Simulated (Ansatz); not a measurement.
# Telling isomers of CH6OSSi apart by their spectra

These gas-phase data were calculated for one isomer of CH6OSSi at B3LYP-D3(BJ)/def2-SVP (harmonic, unscaled wavenumbers; equilibrium rotational constants with average atomic masses):

```
rotational constants            : 7.523, 2.777, 2.335 GHz
all wavenumbers above 1500 cm⁻¹ : 3858, 3162, 3151, 3049, 2259, 2228
```

Candidates:

(1) `C[Si@H](O)S`, a singlet
(2) `CS[SiH2]O`, a singlet

Q: Which structure fits?

A: Candidate (2). No mode falls between 2500 and 2800 cm⁻¹, where the S–H stretch of (1) would stand.

The same quantities for all candidates:

|  | rotational constants (GHz) | wavenumbers above 1500 cm⁻¹ | E above the lowest, B3LYP-D3(BJ)/def2-SVP (kcal/mol) |
| --- | --- | --- | --- |
| (1) | 6, 3.059, 2.284 | 3866, 3138, 3127, 3036, 2664, 2223 | 0.0 |
| (2) | 7.523, 2.777, 2.335 | 3858, 3162, 3151, 3049, 2259, 2228 | 14.8 |

Harmonic stretches to hydrogen usually lie a few per cent above observed fundamentals. Each candidate is one conformer. Programs: Ansatz 0.2.0.
